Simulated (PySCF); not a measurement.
# Spinor energies of Ni⁺ (nickel, charge +1)

Start: [Ar] 3d8 4p1; 3d3/2 filled at m_j = -1/2, +1/2, +3/2; 3d5/2 filled at m_j = -3/2, -1/2, +1/2, +3/2, +5/2; 4p3/2 filled at m_j = +3/2. Calculated with PySCF 2.14 in x2c-SVPall-2c with one added diffuse shell each of s, d type (6s5p4d1f, 48 functions): generalised Hartree-Fock with the X2C-1e Hamiltonian and a Gaussian nucleus; one run each with spin-orbit coupling (SO) switched off, then screened by Boettger's factors. This is a chosen level, not necessarily the ground level.

```csv
spinor shell,electrons,"ε, spin-free (eV)","ε, screened SO (eV)",weight of nominal j (screened SO),"rms radius, screened SO (bohr)"
1s1/2,2,-8409.7,-8409.7,1.000,0.0625
2s1/2,2,-1060.1,-1060.1,1.000,0.265
2p1/2,2,-909.79,-922.20,0.999,0.236
3s1/2,2,-145.67,-145.65,1.000,0.796
3p1/2,2,-99.641,-103.45,0.801,0.845
3p3/2,4,-99.641,-97.734,0.901,0.851
3d5/2,5,-28.573,-28.941,0.622,1.10
3d3/2,3,-28.573,-27.967,0.644,1.09
4p3/2,1,-10.437,-10.400,1.000,2.99
```

Problem. Where does 2p3/2 lie, and what is the 2p spin-orbit splitting (screened SO)?

Solution. At -903.66 eV, 18.539 eV above 2p1/2.

```csv
quantity,spin-free,screened SO
E (hartree),-1518.36953,-1518.39794
M_J,11/2,11/2
⟨J²⟩,35.759,35.759
⟨L²⟩,20.007,20.015
⟨S²⟩,3.753,3.751
```

Each row is a mean over spinors that exchange with the open shell spreads, by up to 10.984 eV (3p3/2).

Rows whose weight is well below 1 are mixtures of j = l ± 1/2: exchange outweighs spin-orbit coupling there, and the label is only the starting occupation.

Without spin-orbit coupling the j labels of p, d and f shells carry no meaning; the spin-free column gives the mean over the occupied spinors of each nl shell.
